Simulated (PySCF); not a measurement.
Species: As2.
InChI=1S/As2/c1-2

Method used: PySCF, BHandHLYP/def2-TZVP geometry optimisation, gas phase.

Masses are those of the commonest isotopes; rigid-rotor values at the optimised geometry. 

What are the moment of inertia and the rotational constant?

I = 161.421 u·Å², B = 505379 MHz·u·Å²/I = 3131 MHz (0.1044 cm⁻¹, or 0.150 K as hB/k). For two atoms I = μr² with μ = 37.4608 u and r = 2.0758 Å.

List the first levels of a rigid rotor in a Σ state.

E(J) = BJ(J+1): J = 1: 0.209, J = 2: 0.627, J = 3: 1.253, J = 4: 2.089, J = 5: 3.133, J = 6: 4.386 cm⁻¹.

Has it a pure rotational spectrum?

Not by electric dipole: D∞h allows no dipole (computed 0.00 D). Rotational Raman lines (ΔJ = 2) lie at B(4J + 6), spaced by 4B = 0.418 cm⁻¹, with nuclear-spin weights that differ between even and odd J.

Estimate the classical rotational partition function at 10 K, 200 K and 298.15 K.

Point group D∞h, symmetry number σ = 2; q = kT/(σhB), k/h = 20836.6 MHz/K: 33.3 at 10 K, 666 at 200 K, 992 at 298.15 K.

No frequency check. Zero-point vibration and centrifugal distortion are left out.
